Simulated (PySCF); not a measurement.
Stepwise substitution at one centre (Si NH2-SH). All species are isolated molecules in the gas phase. One relaxed conformer stands for each flexible species; it need not be the lowest. Strings in code marks are SMILES.

Level of theory: PBE-D3(BJ)/def2-TZVP // B3LYP-D3(BJ)/def2-TZVP (PySCF 2.14.0). All candidates: neutral, multiplicity 1. Excitations are Tamm–Dancoff values on a coarser integration grid. The basis has no diffuse functions, so Rydberg states are missing or too high.

```json
{
 "S1 excitation (TDA)": "5.26 eV",
 "T1 excitation (TDA)": "5.01 eV",
 "HOMO": "-6.13 eV"
}
```

Q: Name which member has these values.
A) `N[Si](N)(S)S`
B) `S[Si](S)(S)S`
C) `N[Si](S)(S)S`
D) `N[Si](N)(N)S`

A: C, `N[Si](S)(S)S`. The others give `S[Si](S)(S)S`: 4.30 eV, 4.13 eV, -6.06 eV; `N[Si](N)(S)S`: 5.50 eV, 5.26 eV, -5.92 eV; `N[Si](N)(N)S`: 5.44 eV, 5.25 eV, -5.57 eV
